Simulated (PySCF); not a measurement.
Mo(NH)(S)(Cl)(SH) (ClH2MoNS2), SMILES [Mo]([SH])(=[NH])([Cl])=[S], multiplicity 1. Geometry optimised at PBE0-D3(BJ)/def2-SVP. The multiplicity is an assumed one; no other spin state was optimised. The structure was generated by enumeration; whether it is a known compound was not checked. The def2 effective core potentials stand for the cores of Mo; spin–orbit coupling is left out. Other conformers were not sampled.

Computed equilibrium geometry at PBE0-D3(BJ)/def2-SVP (PySCF confirms it by a frequency run) as Cartesian coordinates in Å (one conformer of several):
```xyz
7

Mo     0.1245    -0.0957    -0.1236
N      0.8068    -1.1237    -1.2983
H      1.5131    -1.7711    -1.6503
S      1.3030    -0.1362     1.6194
Cl    -0.0371     2.0165    -0.9492
S     -1.9037    -1.1256     0.2951
H     -2.1491    -0.4365     1.4362
```
Charge 0, spin multiplicity 1.
